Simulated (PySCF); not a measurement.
C4H5ClF4Si.
Structure used (GFN2-xTB), in Å, numbered top down from 1:
```xyz
15
C4H5ClF4Si angstrom
F     -2.615   -1.093    1.326
C     -2.766   -0.457    0.164
F     -3.965   -0.693   -0.350
C     -1.814    0.298   -0.368
F     -2.057    0.890   -1.555
C     -0.460    0.525    0.187
Si     0.869   -0.306   -0.924
C      2.566    0.077   -0.083
F      2.773    1.425   -0.015
Cl     3.849   -0.637   -1.095
H     -0.273    1.601    0.219
H     -0.426    0.145    1.207
H      0.715   -1.760   -0.923
H      0.888    0.301   -2.249
H      2.711   -0.309    0.930
```

Computed at PBE0/pcSseg-1 (PySCF, non-relativistic), with Q(35Cl) = −0.0817 b: Cl10, 35Cl (I = 3/2): χzz = -72.83 MHz, η = 0.091.

Problem. Find the zero-field quadrupole resonance frequencies of 35Cl at Cl10.

Solution. From ν = (|χ|/2)√(1 + η²/3): ν = 36.47 MHz (chlorine on a fluorinated carbon). For 37Cl the ratio of quadrupole moments, 0.7881, gives 28.74 MHz.

Problem. Apply the simplest Townes–Dailey estimate (no s hybridisation, no π bonding), ionic character = 1 − χzz/χ0, where χ0 is the coupling for one missing p electron along the bond: −109.74 MHz for 35Cl.

Solution. Cl10 on C8: 1 − (-72.83)/(-109.74) = 0.34. In this model a purely covalent bond gives χ0 and a free halide ion gives zero; s hybridisation or π bonding, where present, is counted here as ionic character.

In a crystal, neighbours and librations shift these lines. One conformer (not necessarily the lowest) at the GFN2-xTB geometry, without solvent, vibrations or thermal averaging. GFN2-xTB bond lengths can be off by several hundredths of an ångström, more for odd bonds, and the gradients follow them. The small basis limits the accuracy of the gradients.

The run behind these numbers computed NMR shieldings as well. Hardware: an Arm Neoverse V2 with one thread, no GPU, shared host with 96 logical CPUs at a one-minute load of 52. Cost: 48 s (with the writing of density and orbital grids), 0.92 GiB resident at most.
